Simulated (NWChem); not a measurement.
GeHOF, singlet; SMILES [OH][Ge][F]

```xyz
4

Ge     0.4258    -0.0029     0.0000
F     -0.7066    -1.3643     0.0000
O     -0.8509     1.2750     0.0000
H     -0.4575     2.1700     0.0000
```
Atoms are numbered in this order, from 1.

Low-valent species are run as closed-shell singlets; no triplet was tried in these runs. Geometry: optimised at PBE-D3(BJ)/def2-SVP.

Symmetry labels are those of Cs in the frame above (b1 and b2, or b-type labels, depend on it).

Problem. List the 4 lowest vertical singlet excitations from LRC-wPBEh/aug-cc-pVDZ, full TDDFT (NWChem).

Solution. 
```json
[
 {"state": "S1", "energy (eV)": "4.82", "oscillator strength": "0.077", "symmetry": "a\"", "leading excitation (squared amplitude)": "HOMO → LUMO (0.98)"},
 {"state": "S2", "energy (eV)": "6.34", "oscillator strength": "0.011", "symmetry": "a'", "leading excitation (squared amplitude)": "HOMO−1 → LUMO (0.60)"},
 {"state": "S3", "energy (eV)": "7.00", "oscillator strength": "0.177", "symmetry": "a'", "leading excitation (squared amplitude)": "HOMO → LUMO+1 (0.60)"},
 {"state": "S4", "energy (eV)": "7.29", "oscillator strength": "0.001", "symmetry": "a\"", "leading excitation (squared amplitude)": "HOMO−2 → LUMO (0.97)"}
]
```
